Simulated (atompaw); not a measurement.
## hafnium (Hf): PAW (atompaw) pseudisation with PBE, scalar-relativistic reference atom.

```json
{"Element": "Hf", "Generator": "atompaw 4.2.0.5", "Type": "PAW", "Functional": "PBE", "Relativity": "scalar-relativistic", "Frozen core": "[Xe] 4f14", "Valence charge": "4", "Reference configuration": "5d2 6s1.5 6p0.5", "Partial waves": "6s (bound): rc 3.00 bohr; 6s channel at 0.05 Ry: rc 3.00 bohr; 6p (bound): rc 3.00 bohr; 6p channel at 3.3 Ry: rc 3.00 bohr; 5d (bound): rc 3.00 bohr; 5d channel at 0.2 Ry: rc 3.00 bohr", "Local potential": "bessel scheme, radius 2.15 bohr", "Core correction": "smooth core density matched at 1.95 bohr", "Augmentation charge": "besselshape compensation charge, radius 2.70 bohr; PAW radius 3.00 bohr; waves and projectors: custom rrkj gramschmidtortho"}
```

All-electron outer shells of the reference configuration (PBE, scalar-relativistic, ld1.x):

| shell | level (eV) | outermost node (bohr) | outermost maximum (bohr) |
| --- | --- | --- | --- |
| 5p | -36.32 | 0.60 | 1.16 |
| 4f | -17.58 | – | 0.45 |
| 6s | -5.58 | 1.37 | 2.89 |
| 5d | -3.30 | 0.67 | 1.69 |
| 6p | -1.75 | 1.66 | 4.00 |

Results:

```json
{
 "Cutoffs needed": "10 Ry and 12 Ry (the cutoffs (Ry, on a coarse ladder) from which the occupation-weighted sum of valence levels, in a spherical-Bessel basis at the reference potential, stays within 10 and 1 mRy of its value at 400 Ry)",
 "Ghost test": "no extra level below or beside the all-electron valence levels (s, p, d, f tested) (spherical-Bessel basis up to 400 Ry, 20 bohr box)",
 "Lowest eigenvalue of the overlap operator": "0.38 (s channel)",
 "Overlap eigenvalues printed by atompaw (projector basis)": "0.00262, 0.194, 0.25, 1.43, 4.27, 19.3",
 "Share of each valence orbital outside the PAW sphere": "6s 59 %, 6p 87 %, 5d 26 %"
}
```

Generation and tests took about 8.7 s on one core of a shared server CPU.
